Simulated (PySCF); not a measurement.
Zn(OH)(OSiH3) (H4O2SiZn), SMILES [OH][Zn][O][SiH3].

The structure is a stationary point at PBE0-D3(BJ)/def2-SVP. The structure was generated by enumeration; whether it is a known compound was not checked. Other conformers were not sampled.

Method: PBE/def2-TZVP (PySCF).

Isolated molecule, no solvent.

Computed frontier levels, gap, dipole moment and polarisability:
```
Property                                                                                                       Result
---------------------------------------------------------------------------------------------  ----------------------
highest occupied level                                                                                       -6.85 eV
lowest empty level                                                                                           -2.25 eV
orbital gap                                                                                                   4.60 eV
dipole moment                                                                                                  1.64 D
quadrupole, principal values (traceless, Buckingham form, about the centre of nuclear charge)   -9.07, 0.99, 8.08 D·Å
mean static polarisability                                                                       57.2 bohr³ (8.48 Å³)
polarisability, principal values                                                               47.9, 48.3, 75.4 bohr³
```
